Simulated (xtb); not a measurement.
boroxine (H3B3O3), singlet, from a rough starting geometry; xtb with GFN2-xTB.

Input for xtb:
```
$ xtb mol.xyz --gfn 2 --opt vtight --json

# file mol.xyz
9

B     -0.65322624     1.14580403     0.23538689
O     -1.34336122     0.00127262     0.26269599
B     -0.69937749    -1.14345702    -0.02663469
O      0.64152599    -1.15692378    -0.19904793
B      1.40518072    -0.00753745    -0.25252673
O      0.69051747     1.09609208     0.02877554
H     -1.15197819     2.21326804     0.46858708
H     -1.32939130    -2.14173570    -0.03295349
H      2.47293319    -0.07644362    -0.42038007
```

What the program printed (banner, timings and long lists left out):

```
   ID    Z sym.   atoms
    1    5 B      1, 3, 5
    2    8 O      2, 4, 6
    3    1 H      7-9

           -------------------------------------------------
          |                Calculation Setup                |
           -------------------------------------------------

           -------------------------------------------------
          |                 G F N 2 - x T B                 |
           -------------------------------------------------

          ...................................................
          :                      SETUP                      :
          :.................................................:
          :  # basis functions                  27          :
          :  # atomic orbitals                  27          :
          :  # shells                           15          :
          :  # electrons                        30          :
          :  max. iterations                   250          :
          :  Hamiltonian                  GFN2-xTB          :
          :  restarted?                      false          :
          :  GBSA solvation                  false          :
          :  PC potential                    false          :
          :  electronic temp.          300.0000000     K    :
          :  accuracy                    1.0000000          :
          :  -> integral cutoff          0.2500000E+02      :
          :  -> integral neglect         0.1000000E-07      :
          :  -> SCF convergence          0.1000000E-05 Eh   :
          :  -> wf. convergence          0.1000000E-03 e    :
          :  Broyden damping             0.4000000          :
          :  net charge                          0          :
          :  unpaired electrons                  0          :
          ...................................................

 iter      E             dE          RMSdq      gap      omega  full diag
   1    -17.5059908 -0.175060E+02  0.125E+01    6.84       0.0  T
   2    -17.8097670 -0.303776E+00  0.748E+00    4.89       1.0  T
   3    -17.8216725 -0.119055E-01  0.296E+00    5.30       1.0  T
   4    -17.8228230 -0.115049E-02  0.695E-01    5.27       1.0  T
   5    -17.8227847  0.383040E-04  0.618E-01    5.51       1.0  T
   6    -17.8256673 -0.288263E-02  0.884E-02    5.38       1.0  T
   7    -17.8256873 -0.199834E-04  0.389E-02    5.37       1.0  T
   8    -17.8256980 -0.106558E-04  0.145E-02    5.39       2.3  T
[...]
         :: total energy             -17.697495346801 Eh    ::
 * total energy  :   -17.6974953 Eh     change       -0.8510170E-10 Eh
 * total energy  :   -17.7053651 Eh     change       -0.7869792E-02 Eh
 * total energy  :   -17.7067722 Eh     change       -0.1407021E-02 Eh
 * total energy  :   -17.7069917 Eh     change       -0.2195330E-03 Eh
 * total energy  :   -17.7070812 Eh     change       -0.8947448E-04 Eh
 * total energy  :   -17.7071079 Eh     change       -0.2673586E-04 Eh
 * total energy  :   -17.7071140 Eh     change       -0.6126870E-05 Eh
 * total energy  :   -17.7071157 Eh     change       -0.1627039E-05 Eh
 * total energy  :   -17.7071170 Eh     change       -0.1323524E-05 Eh
 * total energy  :   -17.7071171 Eh     change       -0.1413535E-06 Eh
 * total energy  :   -17.7071172 Eh     change       -0.3060545E-07 Eh
   *** GEOMETRY OPTIMIZATION CONVERGED AFTER 11 ITERATIONS ***
         :: total energy             -17.707117152965 Eh    ::
[...]
     2   8 O        1.575    -0.366    20.259     6.074
     3   5 B        2.628     0.434    15.662     6.688
     4   8 O        1.575    -0.366    20.259     6.074
     5   5 B        2.628     0.434    15.662     6.688
     6   8 O        1.575    -0.366    20.260     6.074
     7   1 H        0.939    -0.068     4.555     3.337
     8   1 H        0.939    -0.068     4.555     3.337
     9   1 H        0.939    -0.068     4.555     3.337

 Mol. C6AA /au·bohr⁶  :        997.326913
 Mol. C8AA /au·bohr⁸  :      24607.531350
 Mol. α(0) /au        :         48.294523

Wiberg/Mayer (AO) data.
largest (>0.10) Wiberg bond orders for each atom

 ---------------------------------------------------------------------------
     #   Z sym  total        # sym  WBO       # sym  WBO       # sym  WBO
 ---------------------------------------------------------------------------
     1   5 B    3.315 --     2 O    1.141     6 O    1.141     7 H    0.951
     2   8 O    2.399 --     1 B    1.141     3 B    1.141
     3   5 B    3.315 --     4 O    1.141     2 O    1.141     8 H    0.951
     4   8 O    2.399 --     3 B    1.141     5 B    1.141
     5   5 B    3.315 --     6 O    1.141     4 O    1.141     9 H    0.951
     6   8 O    2.399 --     5 B    1.141     1 B    1.141
     7   1 H    0.995 --     1 B    0.951
     8   1 H    0.995 --     3 B    0.951
     9   1 H    0.995 --     5 B    0.951
 ---------------------------------------------------------------------------

Topologies differ in total number of bonds
Writing topology from bond orders to xtbtopo.mol

molecular dipole:
                 x           y           z       tot (Debye)
 q only:       -0.000      -0.000      -0.000
   full:       -0.000      -0.000      -0.000       0.000
molecular quadrupole (traceless):
                xx          xy          yy          xz          yz          zz
 q only:       -0.756      -0.048      -0.791       0.401      -0.280       1.546
  q+dip:       -1.674      -0.105      -1.751       0.889      -0.621       3.425
   full:       -2.905      -0.183      -3.039       1.543      -1.078       5.945

optimized geometry written to: xtbopt.xyz

           -------------------------------------------------
          | TOTAL ENERGY              -17.707117152965 Eh   |
          | GRADIENT NORM               0.000053236435 Eh/α |
          | HOMO-LUMO GAP               5.686700181150 eV   |
           -------------------------------------------------
```
